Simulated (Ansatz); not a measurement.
Series GeCl3X: binding per atom (eV) at several levels, gas phase, relaxed structures; Ansatz. Core potentials for I in the def2 sets, no spin–orbit coupling. Binding counts from free atoms in the multiplicity of their measured ground term, without zero-point energy. The structures are stationary points that may keep the symmetry of their start.

| species | state | geometry | PBE-D4/def2-SVP | PBE-D4/def2-TZVP | r2SCAN-D4/def2-TZVP | PBE0-D4/def2-TZVP |
| --- | --- | --- | --- | --- | --- | --- |
| GeFCl3 (GeCl3F) | singlet | PBE0-D4/def2-SVP | 3.26 | 3.26 | 3.22 | 3.17 |
| GeICl3 | singlet | PBE0-D4/def2-SVP | 2.77 | 2.78 | 2.75 | 2.72 |
| GeHCl3 | singlet | PBE0-D4/def2-SVP | 2.87 | 2.87 | 2.87 | 2.84 |
| Ge(OH)Cl3 (GeCl3OH) | singlet | PBE0-D4/def2-SVP | 3.33 | 3.34 | 3.30 | 3.25 |
| GeMeCl3 (CH3Cl3Ge) | singlet | r2SCAN-D4/def2-SVP | 3.49 | 3.49 | 3.46 | 3.45 |
| Ge(SiH3)Cl3 (SiGeH3Cl3) | singlet | PBE-D4/def2-SVP | 2.96 | 2.96 | 2.97 | 2.93 |
| Ge(vinyl)Cl3 (C2H3Cl3Ge) | singlet | PBE0-D4/def2-SVP | 3.86 | 3.84 | 3.77 | 3.77 |
| GeCl3(OiPr) (C3H7Cl3GeO) | singlet | r2SCAN-D4/def2-SVP | 3.96 | 3.92 | 3.87 | 3.86 |
| Ge(NMeEt)Cl3 (C3H8Cl3GeN) | singlet | PBE-D4/def2-SVP | 3.87 | 3.83 | 3.76 | 3.77 |

**Question.** Estimate the column for PBE0-D4/def2-SVP.

**Answer.** GeFCl3 (GeCl3F) 3.14; GeICl3 2.70; GeHCl3 2.81; Ge(OH)Cl3 (GeCl3OH) 3.23; GeMeCl3 (CH3Cl3Ge) 3.45; Ge(SiH3)Cl3 (SiGeH3Cl3) 2.92; Ge(vinyl)Cl3 (C2H3Cl3Ge) 3.79; GeCl3(OiPr) (C3H7Cl3GeO) 3.89; Ge(NMeEt)Cl3 (C3H8Cl3GeN) 3.80.
